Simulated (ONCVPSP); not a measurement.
# Before and after: ONCV potential for Cd

- Element: Cd
- Generator: ONCVPSP 4.0.1
- Type: optimised norm-conserving Vanderbilt (ONCV)
- Functional: PBE
- Relativity: fully relativistic
- Frozen core: [Ar] 3d10
- Valence charge: 20
- Reference configuration: 4s2 4p6 4d10 5s1 (charge +1)
- Partial waves: 4s+5s: rc 1.35 bohr, ncon 4, nbas 9, qcut 11 1/bohr, 2 projectors; 4p: rc 1.50 bohr, ncon 3, nbas 6, qcut 11.1 1/bohr, 2 projectors, debl 2.8 Ha; 4d: rc 1.35 bohr, ncon 3, nbas 7, qcut 9.1 1/bohr, 2 projectors, debl 1.4 Ha; f scattering state at 0.17 Ha: rc 1.20 bohr, ncon 5, nbas 10, qcut 10.1 1/bohr, 2 projectors, debl 3.8 Ha
- Local potential: polynomial inside 1.10 bohr (lpopt 4, dvloc0 6 Ha)
- Core correction: Teter function, fcfact 2, rcfact 1.3

Open shells are filled in proportion to 2j + 1.

Change: all radii but the core radius scaled by about 1.11 (s 1.50, p 1.66, d 1.50, f 1.32 bohr); local potential polynomial inside 1.22 bohr (lpopt 4, dvloc0 6 Ha).

Cutoffs: the cutoffs (Ha) at which the residual kinetic energy of the hardest occupied pseudo-wave falls to 1 and 0.1 mHa per electron; they do not see the model core or the augmentation charge, which bear on the density cutoff. Errors are all-electron minus pseudo energies relative to the spin-unpolarised reference configuration.

Problem. What does the change do?

Solution. The potential gets softer (39 Ha and 46 Ha → 34 Ha and 41 Ha); of the 4 tests that both files solve, the error grows in 1 and shrinks in 0 by more than 15 % and 0.3 meV (median size 0.2 → 0.2 meV); neither file shows a bound ghost. A larger radius leaves more room for a smooth pseudo-wave, so fewer plane waves are needed.

| quantity | base | changed |
| --- | --- | --- |
| cutoff, loose | 39 Ha | 34 Ha |
| cutoff, tight | 46 Ha | 41 Ha |
| loose cutoff by channel | s 39 Ha, p 25 Ha, d 33 Ha | s 34 Ha, p 22 Ha, d 32 Ha |
| bound ghosts | none | none |
| GHOST(+) flags under 300 eV | none | none |
| error for 4s2 4p6 4d10 5s2, meV [ΔE -9.27 eV] | -0.3 | -0.2 |
| error for 4s2 4p6 4d10 5s0, meV [ΔE 17.13 eV] | +0.1 | -0.2 |
| error for 4s2 4p6 4d9 5s0, meV [ΔE 55.13 eV] | +0.7 | +2.0 |
| error for 4s2 4p6 4d10 5s0 5p1, meV [ΔE 5.77 eV] | +0.1 | 0.0 |
| rms error of d²Exc/dni dnj with the model core, mHa | 5.51 | 5.38 |

Base: These tests converged, but a pseudo level misses the all-electron one widely, so the file describes the atom poorly there or has found another state: 4s2 4p6 4d10 5s0 5p1: empty 5s by 7.2 eV. Changed file: These tests converged, but a pseudo level misses the all-electron one widely, so the file describes the atom poorly there or has found another state: 4s2 4p6 4d10 5s0 5p1: empty 5s by 7.2 eV.
